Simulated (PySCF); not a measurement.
# Continuum solvent and chemical shifts

Atoms are numbered as in `[O:1]=[C:2]([c:3]1[cH:4][cH:5][cH:6][cH:7][cH:8]1)[CH:9]1[CH2:10][CH2:11]1`. Each H is labelled by its parent atom. Ha(C10), Ha(C11) are cis to C2 on the ring; Hb(C10), Hb(C11) are trans to C2 on the ring.

GIAO PBE0/pcSseg-1 in PySCF 2.14.0 with density-fitted response routines on one PBE0-D3(BJ)/def2-SVP conformer, non-relativistic, equivalent nuclei averaged. Solvents enter as an IEF-PCM continuum (chloroform with ε = 4.7, dichloromethane with ε = 8.9, acetonitrile with ε = 35.7) around the gas-phase geometry. Shifts are referred to TMS computed in the same medium.

In chloroform, δ in ppm: C2 205.5, C6 141.3, C3 139.8, C4/C8 135.3, C5/C7 135.1, C9 17.2, C10/C11 16.1, H(C4)/H(C8) 8.49, H(C6) 7.90, H(C5)/H(C7) 7.81, H(C9) 2.84, Ha(C10)/Ha(C11) 1.21, Hb(C10)/Hb(C11) 1.15. Dipole moment 3.67 D.

Problem. How does each δ change in the more polar media?

Solution. 
```
          atoms                               environment  Δδ, dichloromethane  Δδ, acetonitrile
             C2                    ketone carbonyl carbon                 +0.8              +1.6
             C6                               aromatic CH                 +0.5              +1.0
             C3               substituted aromatic carbon                  0.0              +0.1
          C4/C8                               aromatic CH                 +0.2              +0.4
          C5/C7                               aromatic CH                 +0.3              +0.6
             C9                three-membered-ring carbon                 +0.3              +0.7
        C10/C11                three-membered-ring carbon                 +0.3              +0.5
    H(C4)/H(C8)                hydrogen on an aromatic CH                +0.02             +0.05
          H(C6)                hydrogen on an aromatic CH                +0.05             +0.10
    H(C5)/H(C7)                hydrogen on an aromatic CH                +0.04             +0.09
          H(C9)  hydrogen on a three-membered-ring carbon                +0.08             +0.16
Ha(C10)/Ha(C11)  hydrogen on a three-membered-ring carbon                -0.03             -0.06
Hb(C10)/Hb(C11)  hydrogen on a three-membered-ring carbon                +0.05             +0.10
```

Changes are relative to chloroform. The dipole moment becomes 3.88 D in dichloromethane, 4.08 D in acetonitrile.

Problem. Which nuclei move most (in ppm), and what does the model miss?

Solution. C2 (ketone carbonyl carbon, +1.6 ppm) in acetonitrile. A continuum only polarises the solute; specific hydrogen bonds, the anisotropy of aromatic solvents and changes of geometry or conformer are outside it.
